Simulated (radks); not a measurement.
Values are calculated unless marked as measured or tabulated.
Q: Radial electron density D(r) = 4 pi r^2 rho(r) of an atom or ion with 49 electrons. Code: a radial shooting solver on a logarithmic mesh with Libxc functionals. Model: non-relativistic Kohn-Sham, PBE, spin-polarised, spherical densities, point nucleus.

| r (bohr) | D(r) (e/bohr) | spin D(r) |
|---|---|---|
| 0.003154 | 10.40 | 0.0000253 |
| 0.004173 | 16.28 | 0.000154 |
| 0.005477 | 24.31 | 0.000546 |
| 0.007247 | 35.06 | 0.00171 |
| 0.009513 | 47.21 | 0.00472 |
| 0.01259 | 59.34 | 0.0125 |
| 0.01652 | 67.50 | 0.0302 |
| 0.02186 | 69.13 | 0.0688 |
| 0.02869 | 64.81 | 0.138 |
| 0.03796 | 61.27 | 0.243 |
| 0.04983 | 67.59 | 0.345 |
| 0.06593 | 83.35 | 0.351 |
| 0.08654 | 91.69 | 0.187 |
| 0.1145 | 80.86 | -0.00143 |
| 0.1503 | 68.27 | 0.195 |
| 0.1989 | 74.02 | 0.728 |
| 0.261 | 75.29 | 0.641 |
| 0.3454 | 48.32 | 0.00758 |
| 0.4533 | 27.06 | 0.704 |
| 0.5998 | 29.55 | 2.16 |
| 0.7873 | 26.39 | 1.70 |
| 1.042 | 13.11 | 0.893 |
| 1.367 | 6.106 | 1.50 |
| 1.809 | 3.297 | 1.55 |
| 2.375 | 1.048 | 0.608 |
| 3.142 | 0.1211 | 0.0809 |
| 4.124 | 0.004352 | 0.00329 |

What is the nuclear charge?

A: Z = 55. The innermost maximum, from 1s, lies near 1/Z = 0.0182 bohr (found: 0.0202), and its height grows with Z. The density is that of the caesium ion Cs6+ in [Ar] 3d10 4s2 4p5 4d10 5s2 5p2; the configuration itself is not fixed sharply by these data, and Z only to a few units. D(r) has 4 maxima, at r = 0.0202, 0.0852, 0.233, 0.655 bohr, and minima at 0.0377, 0.158, 0.487 bohr, inside which lie 2.00, 11.40, 29.04 electrons.
